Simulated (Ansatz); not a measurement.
Cu (SMILES [Cu]), doublet; B3LYP/def2-TZVP run with Ansatz (an electronic-structure program).

Here is a job for Ansatz.
Ansatz 0.2 input:
```yaml
crystal:
  periodic: [false, false, false]
  atoms:
    - {symbol: Cu, position_ang: [0.00000000, 0.00000000, 0.00000000]}
basis:
  gaussian:
    orbitals: def2-TZVP
hamiltonian:
  xc: b3lyp
magnetization: {spin_polarized: true, initial_magnetization: 1}
```

### Question
Predict the main parts of the log of this Ansatz run.

### Answer

```
Functional definition: B3LYP
310 factors; integrals over basis functions are off by at most 1.3e-4 eV
mean field evaluation 1: about -44638.0266 eV, gradient 4.4e1 eV
mean field evaluation 2: about -44540.8386 eV, gradient 2.5e2 eV
mean field evaluation 4: about -44641.3969 eV, gradient 3.7e0 eV
mean field evaluation 8: about -44641.4275 eV, gradient 1.0e-1 eV
mean field evaluation 16: about -44641.4275 eV, gradient 7.0e-5 eV
mean field -44641.42752760 eV, -1640.5422025928 hartree, gradient 7.0e-5 eV, S^2 0.750988; 2 other end points of the search recorded, 0 dependent functions left out
reference -44641.42768578 eV, -1640.5422084058 hartree; 15, 14 occupied and 30, 31 virtual orbitals, 310 factors
Total energy: -44641.42768578 eV, -1640.5422084058 hartree
```
